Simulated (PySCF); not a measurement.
Rigid-rotor lines calculated for a species of formula C9H9FO2 (commonest isotopes; PySCF, PBE0-D3(BJ)/def2-SVP geometry optimisation, gas phase), labelled J(Ka,Kc):

```json
{"transition": "2(1,2) ← 1(1,1)", "MHz": "2050.2"}
{"transition": "2(0,2) ← 1(0,1)", "MHz": "2159.6"}
{"transition": "1(1,1) ← 0(0,0)", "MHz": "2493.6"}
{"transition": "2(1,1) ← 1(1,0)", "MHz": "2282.8"}
{"transition": "1(0,1) ← 0(0,0)", "MHz": "1083.2"}
```

**Question.** Find the rotational constants.

**Answer.** 1(0,1) ← 0(0,0) is B + C, 2(1,1) ← 1(1,0) is 3B + C and 2(1,2) ← 1(1,1) is B + 3C, so B − C is half the difference of the last two, 116.3 MHz. 1(1,1) ← 0(0,0) is A + C. A = 2010.2, B = 599.8, C = 483.5 MHz.

**Question.** What moments of inertia, asymmetry and inertial defect follow?

**Answer.** I = 505379 MHz·u·Å² over each constant: Ia = 251.41, Ib = 842.63, Ic = 1045.32 u·Å²; κ = (2B − A − C)/(A − C) = -0.848 (asymmetric top); Δ = Ic − Ia − Ib = -48.72 u·Å².

**Question.** Which dipole components do these lines need?

**Answer.** μa and μb (a-type: ΔKa even, ΔKc odd; b-type: both odd). The calculation gives |μa| = 0.91 D, |μb| = 0.76 D, |μc| = 0.31 D.

**Question.** Where do these fall, and of which type are they? 2(1,1) ← 2(0,2); 2(1,2) ← 1(0,1); 2(1,2) ← 2(0,2); 2(0,2) ← 1(1,1); 2(2,0) ← 1(1,0); 2(2,1) ← 1(1,0); 2(2,1) ← 1(1,1); 1(1,0) ← 1(0,1); 2(2,0) ← 1(1,1).

**Answer.** 
```tsv
transition	MHz	type	branch
2(0,2) ← 1(1,1)	749	b	R
2(1,2) ← 2(0,2)	1301	c	Q
1(1,0) ← 1(0,1)	1527	b	Q
2(1,1) ← 2(0,2)	1650	b	Q
2(1,2) ← 1(0,1)	3461	b	R
2(2,1) ← 1(1,0)	6514	b	R
2(2,0) ← 1(1,0)	6521	c	R
2(2,1) ← 1(1,1)	6630	c	R
2(2,0) ← 1(1,1)	6637	b	R
```

**Question.** Which structure gave them?

**Answer.** `c1ccc(c(F)c1)C(OCC)=O`, point group C1. Three constants can't fix a structure by themselves; this is the one that was computed:
```
atom  x, y, z in Å
C1     3.509    0.042   -0.499
C2     2.798    0.092    0.834
O3     1.413    0.405    0.680
C4     0.599   -0.603    0.380
O5     0.967   -1.746    0.248
C6    -0.825   -0.190    0.219
C7    -1.736   -1.199   -0.128
C8    -3.086   -0.930   -0.306
C9    -3.555    0.374   -0.135
C10   -2.675    1.393    0.210
C11   -1.323    1.110    0.385
F12   -0.528    2.117    0.714
H13    4.589   -0.101   -0.343
H14    3.363    0.981   -1.054
H15    3.136   -0.794   -1.107
H16    2.890   -0.867    1.366
H17    3.194    0.895    1.471
H18   -1.332   -2.205   -0.252
H19   -3.773   -1.734   -0.577
H20   -4.615    0.601   -0.272
H21   -3.011    2.422    0.352
```

The values belong to one conformer (point group C1) with, in the numbering `[CH3:1][CH2:2][O:3][C:4](=[O:5])[c:6]1[cH:7][cH:8][cH:9][cH:10][c:11]1[F:12]`, C1–C2–O3–C4 83°, C2–O3–C4–O5 1°, O3–C4–C6–C7 179°. Stationary, but not proved a minimum. These are rigid-rotor constants of the computed structure; measured ground-state constants (B0) also hold zero-point vibration. A rigid rotor knows nothing of internal rotation, which can split or shift real lines.

Hardware: 2 threads, AMD EPYC 9R14 (x86_64), shared host. Cost: 2.1 min wall, 5.2 min CPU, 1.1 GiB resident at most. This is the geometry optimisation.
